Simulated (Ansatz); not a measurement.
SnMe2(pyrrolidide)2 (C₁₀H₂₂N₂Sn). Charge 0, multiplicity 1. Geometry r2SCAN-D4/def2-SVP, basis def2-TZVP, Ansatz.

```xyz
35

Sn   -0.007   -0.754   -1.038
C    -0.220   -0.014   -3.042
H     0.479   -0.519   -3.724
H    -0.012    1.066   -3.052
H    -1.248   -0.187   -3.392
C     0.228   -2.889   -0.819
H    -0.726   -3.388   -1.042
H     0.529   -3.131    0.211
H     0.998   -3.261   -1.511
N    -1.702   -0.272    0.000
C    -2.192    1.094    0.070
C    -3.589    0.944    0.712
C    -3.509   -0.390    1.496
C    -2.062   -0.875    1.271
H    -2.225    1.561   -0.930
H    -1.555    1.745    0.713
H    -4.365    0.888   -0.068
H    -3.834    1.803    1.357
H    -3.740   -0.272    2.567
H    -4.220   -1.123    1.084
H    -1.423   -0.520    2.115
H    -1.975   -1.974    1.238
N     1.543    0.330   -0.213
C     1.821    0.255    1.212
C     2.946    1.295    1.417
C     3.609    1.422    0.022
C     2.847    0.403   -0.849
H     2.189   -0.750    1.533
H     0.917    0.476    1.806
H     3.656    0.975    2.197
H     2.523    2.260    1.734
H     3.468    2.437   -0.379
H     4.691    1.219    0.042
H     2.764    0.716   -1.905
H     3.396   -0.571   -0.836
```

```csv
run,HOMO (eV),LUMO (eV)
A,-5.53,-0.07
B,-4.68,-0.19
C,-5.73,0.24
D,-4.36,-0.58
E,-4.86,-0.54
F,-4.47,-0.62
```

In the def2 sets Sn takes a core potential; there is no spin–orbit coupling. B3LYP takes the VWN-RPA correlation. Single mean-field runs in def2-TZVP are fitted with def2-universal-jkfit.

Q: The runs used B3LYP, B97M-V, BLYP, PBE, PBE0, r2SCAN. Estimate which is which.

A: A B3LYP (20 % exact exchange); B r2SCAN (0 % exact exchange); C PBE0 (25 % exact exchange); D BLYP (0 % exact exchange); E B97M-V (0 % exact exchange); F PBE (0 % exact exchange). Exact exchange lowers occupied and raises empty levels; among semilocal functionals meta-GGAs tend to open the gap a little, and such runs are hard to tell apart. The gap grows from 3.78 eV (BLYP) to 5.97 eV (PBE0).
